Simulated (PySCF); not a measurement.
Species: SbMe2Br, C2H6BrSb.
Bonds: Sb1–C2, Sb1–C6, Sb1–Br10. Hydrogens: H3, H4, H5 on C2; H7, H8, H9 on C6.

Computed, not measured: PBE0-D3(BJ)/def2-SVP geometry optimisation, gas phase, def2 core potentials past Kr (PySCF 2.14.0).

Task: List the bond lengths and angles at this level.

Result: 
```json
{"bond": "Sb1–C2, Sb1–C6", "length (Å)": "2.163"}
{"bond": "Sb1–Br10", "length (Å)": "2.539"}
{"bond": "C2–H3 and 5 like bonds", "length (Å)": "1.099"}
```

Bonds in one row agree within 0.01 Å and their mean is given. A selection of angles:
```json
{"angle": "C2–Sb1–C6", "degrees": "94.7"}
{"angle": "C2–Sb1–Br10", "degrees": "93.8"}
{"angle": "Sb1–C2–H3", "degrees": "109.3"}
{"angle": "H3–C2–H4", "degrees": "109.6"}
```

Sb1 (antimony bonded to Br and 2 C) is pyramidal (angles 94.7°, 93.8° and 93.8°, sum 282.2°, 1.21 Å off the plane of its three neighbours).

Point group: near Cs, missed by 0.15 Å at most; the miss may be what the optimiser left on a soft mode. Whether it is a minimum is left open (no frequencies).
